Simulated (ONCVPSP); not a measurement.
## Potentials for Bi compared

Generated with ld1.x 7.5 (TM, RRKJ, ultrasoft, PAW), atompaw 4.2 or ONCVPSP 4.0.1. The cutoff is in Ry: for ld1.x and atompaw files where the sum of valence levels is converged to 10 mRy in a Bessel basis, for ONCV files where the hardest occupied wave has 1 mHa per electron of residual kinetic energy. The error is the largest all-electron minus pseudo excitation energy over each file’s own four to seven test configurations (ionisations up to +4, promotions, holes and added fractions of an electron), all of which were solved. The labels leave out finer settings (local radius, basis sizes, second energies), which also bear on the numbers. Spin-polarised tests are not counted. The rows are a selection from randomly drawn settings: files with unsolved tests, undetermined cutoffs or missed reference levels are left out.

A true bound ghost makes a file unfit for plane-wave use even where its test errors are small: the radial tests pick states by their node count and pass the ghost by.

```csv
potential,cutoff (Ry),largest error (meV),bound ghosts
"ONCV, PBE, scalar-relativistic, rc 2.00/2.45/1.40 (spd), local smoothed, core correction yes, reference 5d10 6s2 6p1, qcut 3.5/2.7/9.6, projectors 2/2/2",54,+14,"s, p"
"ONCV, PBE, scalar-relativistic, rc 1.35/1.55/1.20 (spd), local d, core correction no, reference 5s2 5p6 5d10 6s2 6p3, qcut 10.6/11.3/7.6, projectors 2/2/0",77,-23,none
"ONCV, PBE, fully relativistic, rc 2.00/2.65/1.30/0.80 (spdf), local smoothed, core correction no, reference 4f14 5d10 6s2 6p3, qcut 3.1/3.5/8.8/23.3, projectors 2/2/1/1",460,+1.7,"s, p3/2, p1/2"
"ONCV, PBE, fully relativistic, rc 1.25/1.70/1.50/1.45 (spdf), local smoothed, core correction yes, reference 5s2 5p6 5d10 6s1.5 6p3.5, qcut 8.9/8.9/11.2/7.7, projectors 2/2/2/2",65,-10,none
```

**Question.** Fill in the row for Bi: ONCV, PBEsol, scalar-relativistic, rc 1.25/1.70/1.35 (spd), local smoothed, core correction yes, reference 5s2 5p6 5d10 6s2 6p3, qcut 9.5/8.8/8.3, projectors 2/2/2.

**Answer.** cutoff 71 Ry, largest error -25 meV, bound ghosts: none.

**Question.** Fill in the row for Bi: ONCV, LDA (Perdew-Wang 92), scalar-relativistic, rc 1.30/1.75/1.10 (spd), local smoothed, core correction yes, reference 5s2 5p6 5d10 6s2 6p3, qcut 8/9.3/10, projectors 2/2/2.

**Answer.** cutoff 65 Ry, largest error -25 meV, bound ghosts: none.
